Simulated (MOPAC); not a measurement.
A run for MOPAC: PM7 on AsH6P (a complex), monomers drawn apart or pushed together.

```
PM7 1SCF PRECISE CHARGE=0 THREADS=1
AsH6P

P     -0.02368630 1     0.12211135 1    -0.47461598 1
H      1.38807192 1    -0.00196129 1    -0.46009729 1
H     -0.23775009 1    -1.26422134 1    -0.27260405 1
H     -0.11148580 1     0.02546532 1    -1.88833417 1
As     0.29072229 1     0.51512283 1     4.59757923 1
H      0.38954249 1     0.64141803 1     6.11616239 1
H     -1.21904049 1     0.71536542 1     4.61394298 1
H      0.54837227 1     2.00220174 1     4.39217739 1
```

Program output:

```
*******************************************************************************
 **                                                                           **
 **                              MOPAC v23.2.5                                **
 **                                                                           **
 *******************************************************************************
 ** MOPAC's Digital Object Identifier: https://doi.org/10.5281/zenodo.6511958 **
 **                                                                           **
 ** Please cite the open-source release paper for use of this MOPAC version:  **
 ** J. E. Moussa and J. J. P. Stewart (2026)                                  **
 ** MOPAC: An open-source semiempirical molecular orbital program             **
 ** J. Open Source Softw., 11(119), 8025, https://doi.org/10.21105/joss.08025 **
 *******************************************************************************

                              PM7 CALCULATION RESULTS

 *******************************************************************************
 *  PM7        - The PM7 Hamiltonian to be used
 *
 *
 *
 *                 CHARGE ON SYSTEM = 0
 *
 *
 *
 *  PRECISE    - TIGHTER CRITERIA TO BE USED
 *  1SCF       - DO 1 SCF AND THEN STOP
 *  THREADS=1  - MULTI-THREADING NOT USED
 *  T=         - A TIME OF 172800.0 SECONDS REQUESTED
 *  DUMP=N     - RESTART FILE WRITTEN EVERY 7200.0 SECONDS REQUESTED
 *******************************************************************************
PM7 1SCF PRECISE CHARGE=0 THREADS=1
 AsH6P

   ATOM   CHEMICAL          X               Y               Z
  NUMBER   SYMBOL      (ANGSTROMS)     (ANGSTROMS)     (ANGSTROMS)

     1       P         -0.02368630  *   0.12211135  *  -0.47461598  *
     2       H          1.38807192  *  -0.00196129  *  -0.46009729  *
     3       H         -0.23775009  *  -1.26422134  *  -0.27260405  *
     4       H         -0.11148580  *   0.02546532  *  -1.88833417  *
     5      As          0.29072229  *   0.51512283  *   4.59757923  *
     6       H          0.38954249  *   0.64141803  *   6.11616239  *
     7       H         -1.21904049  *   0.71536542  *   4.61394298  *
     8       H          0.54837227  *   2.00220174  *   4.39217739  *



          CARTESIAN COORDINATES

    NO.       ATOM           X           Y           Z

     1         P         -0.0237      0.1221     -0.4746
     2         H          1.3881     -0.0020     -0.4601
     3         H         -0.2378     -1.2642     -0.2726
     4         H         -0.1115      0.0255     -1.8883
     5        As          0.2907      0.5151      4.5976
     6         H          0.3895      0.6414      6.1162
     7         H         -1.2190      0.7154      4.6139
     8         H          0.5484      2.0022      4.3922

 General Reference for PM7:
 "Optimization of Parameters for Semiempirical Methods VI: More Modifications to the
 NDDO Approximations and Re-optimization of Parameters", J. J. P. Stewart, J. Mol. Mod., 1:32, 19 (2013)
 https://link.springer.com/article/10.1007/s00894-012-1667-x

           Empirical Formula: H6 P As  =     8 atoms



      MOLECULAR POINT GROUP   :   Cs


      RHF CALCULATION, NO. OF DOUBLY OCCUPIED LEVELS = 8


 -------------------------------------------------------------------------------
 PM7 1SCF PRECISE CHARGE=0 THREADS=1
 AsH6P



     1SCF WAS SPECIFIED, SO BFGS WAS NOT USED
     SCF FIELD WAS ACHIEVED


                              PM7 CALCULATION
                                                       MOPAC v23.2.5 Linux




          FINAL HEAT OF FORMATION =          1.02037 KCAL/MOL =       4.26925 KJ/MOL


          COSMO AREA              =        128.35 SQUARE ANGSTROMS
          COSMO VOLUME            =        100.75 CUBIC ANGSTROMS

          IONIZATION POTENTIAL    =          9.674583 EV
          HOMO LUMO ENERGIES (EV) =         -9.675 -1.286
          NO. OF FILLED LEVELS    =          8
          MOLECULAR WEIGHT        =        111.9428         POINT GROUP:  Cs

          MOLECULAR DIMENSIONS (Angstroms)

            Atom       Atom       Distance
            H     6    H     4     8.04378
            H     2    H     7     2.93872
            H     3    H     8     2.93417


          SCF CALCULATIONS        =          1





   ATOM   CHEMICAL          X               Y               Z
  NUMBER   SYMBOL      (ANGSTROMS)     (ANGSTROMS)     (ANGSTROMS)

     1       P         -0.02368630  *   0.12211135  *  -0.47461598  *
     2       H          1.38807192  *  -0.00196129  *  -0.46009729  *
     3       H         -0.23775009  *  -1.26422134  *  -0.27260405  *
     4       H         -0.11148580  *   0.02546532  *  -1.88833417  *
     5      As          0.29072229  *   0.51512283  *   4.59757923  *
     6       H          0.38954249  *   0.64141803  *   6.11616239  *
     7       H         -1.21904049  *   0.71536542  *   4.61394298  *
     8       H          0.54837227  *   2.00220174  *   4.39217739  *

                             CARTESIAN COORDINATES

   1    P       -0.023686300     0.122111350    -0.474615980
   2    H        1.388071920    -0.001961290    -0.460097290
   3    H       -0.237750090    -1.264221340    -0.272604050
   4    H       -0.111485800     0.025465320    -1.888334170
   5   As        0.290722290     0.515122830     4.597579230
   6    H        0.389542490     0.641418030     6.116162390
   7    H       -1.219040490     0.715365420     4.613942980
   8    H        0.548372270     2.002201740     4.392177390


           Empirical Formula: H6 P As  =     8 atoms



      MOLECULAR POINT GROUP   :   Cs


                  EIGENVALUES
 -48.60623 -18.44411 -16.08174 -16.06782 -13.35462 -13.34991 -11.78771  -9.67458
  -1.28619  -1.28162  -1.05551  -1.05432  -0.99062   1.02301   1.02878   3.87629
   3.89000   4.26083   4.28705  99.58327  99.59031  99.65806 100.62131 100.64051


              NET ATOMIC CHARGES AND DIPOLE CONTRIBUTIONS

  ATOM NO.   TYPE          CHARGE      No. of ELECS.   s-Pop       p-Pop       d-Pop
    1          P          -0.464982        5.4650     1.79111     3.64881     0.02506
    2          H           0.155740        0.8443     0.84426
    3          H           0.155814        0.8442     0.84419
    4          H           0.153137        0.8469     0.84686
    5         As          -0.225959        5.2260     1.66504     3.30584     0.25509
    6          H           0.074654        0.9253     0.92535
    7          H           0.075880        0.9241     0.92412
    8          H           0.075716        0.9243     0.92428
 DIPOLE           X         Y         Z       TOTAL
 POINT-CHG.     0.411    -0.542    -0.395     0.786
 HYBRID         0.159    -0.219    -0.177     0.323
 SUM            0.569    -0.761    -0.572     1.109


          ATOMIC ORBITAL ELECTRON POPULATIONS

     Atom    s        px        py        pz      x^2-y^2     xz        z^2       yz        xy
    1  P   1.79111   1.17085   1.29258   1.18538   0.01149   0.00010   0.01216   0.00058   0.00072
    2  H   0.84426
    3  H   0.84419
    4  H   0.84686
    5 As   1.66504   1.05537   1.17311   1.07735   0.11406   0.00118   0.12265   0.00591   0.01129
    6  H   0.92535
    7  H   0.92412
    8  H   0.92428

 **********************
 *                    *
 * JOB ENDED NORMALLY *
 *                    *
 **********************




 == MOPAC DONE ==
```

The run finished.

Cost: roughly 0.05 core-seconds.
